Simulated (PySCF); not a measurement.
## Radial density of C (carbon, neutral)

UHF, [He] 2s2 2p1 3s1, high-spin 3P determinant (an excited configuration). Calculation: PySCF 2.14, in aug-cc-pVQZ (6s5p4d3f2g, 80 functions); no relativity, point nucleus.

| r (bohr) | 4πr²ρ (e/bohr) | 4πr²(ρα − ρβ) |
| --- | --- | --- |
| 0.00413 | 0.02631 | 0.0001 |
| 0.00695 | 0.07184 | 0.0002 |
| 0.0117 | 0.1922 | 0.0005 |
| 0.0197 | 0.4940 | 0.0013 |
| 0.0331 | 1.192 | 0.0031 |
| 0.0556 | 2.577 | 0.0071 |
| 0.0936 | 4.656 | 0.0142 |
| 0.157 | 6.246 | 0.0271 |
| 0.265 | 5.137 | 0.0652 |
| 0.445 | 2.143 | 0.2189 |
| 0.749 | 1.554 | 0.5573 |
| 1.26 | 2.075 | 0.6596 |
| 2.12 | 0.8320 | 0.2559 |
| 3.57 | 0.2461 | 0.2092 |
| 6.00 | 0.1959 | 0.1957 |
| 10.1 | 0.002792 | 0.0028 |

The outer electron is Rydberg-like, and this basis confines it to a smaller radius and binds it less than a complete one would.
